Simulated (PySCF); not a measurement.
Values are calculated unless marked as measured or tabulated.
CH3ClF3O2Si2

CH3ClF3O2Si2 is a small molecule (built as: Si site whose three back bonds go to Cl, OCH3, OSiF3), neutral, doublet. The structure, one conformer, was relaxed in the gas phase by PBE0-D3(BJ)/def2-SVP. No frequency run checks that it is a minimum.

SMILES: CO[Si](Cl)O[Si](F)(F)F

```xyz
12

Si   -1.657    0.002    1.150
Cl   -2.658    1.796    1.291
O    -0.213    0.200    1.912
C     0.945   -0.595    1.815
O    -1.372   -0.327   -0.462
Si   -0.557   -0.003   -1.815
F     0.834   -0.792   -1.823
F    -1.391   -0.463   -3.090
F    -0.232    1.550   -1.954
H     1.171   -0.872    0.772
H     1.791   -0.016    2.214
H     0.847   -1.518    2.411
```
(Å; atoms numbered from 1)

EPR values by unrestricted B3LYP, IGLO-III on C Cl F O Si, pcH-1 on H.

Problem. Predict g and the largest hyperfine couplings. Where does the spin sit?

Solution. g = 1.9998, 2.0016, 2.0018. The spin sits on Si1 (81 %, bonded to 1 Cl + 2 O) by Mulliken populations.
```json
{"atom": "Si1", "isotope": "29Si", "isotropic (MHz)": "-1217.8", "dipolar, principal values (MHz)": "-110.9, 54.7, 56.2"}
{"atom": "O5", "isotope": "17O", "isotropic (MHz)": "-106.2", "dipolar, principal values (MHz)": "-12.6, 5.9, 6.7"}
{"atom": "Cl2", "isotope": "35Cl", "isotropic (MHz)": "43.2", "dipolar, principal values (MHz)": "-24.1, -23.8, 47.9"}
{"atom": "O3", "isotope": "17O", "isotropic (MHz)": "-42.2", "dipolar, principal values (MHz)": "-36.4, 17.8, 18.5"}
{"atom": "Si6", "isotope": "29Si", "isotropic (MHz)": "-45.2", "dipolar, principal values (MHz)": "-4.3, 2.1, 2.2"}
{"atom": "F9", "isotope": "19F", "isotropic (MHz)": "14.2", "dipolar, principal values (MHz)": "-5.4, -5.0, 10.4"}
```

Problem. How do the isotropic couplings move with BHandHLYP?

Solution. Si1 -1217.8 to -1256.4 MHz, O5 -106.2 to -104.4 MHz, Cl2 43.2 to 44.4 MHz, O3 -42.2 to -47.4 MHz.
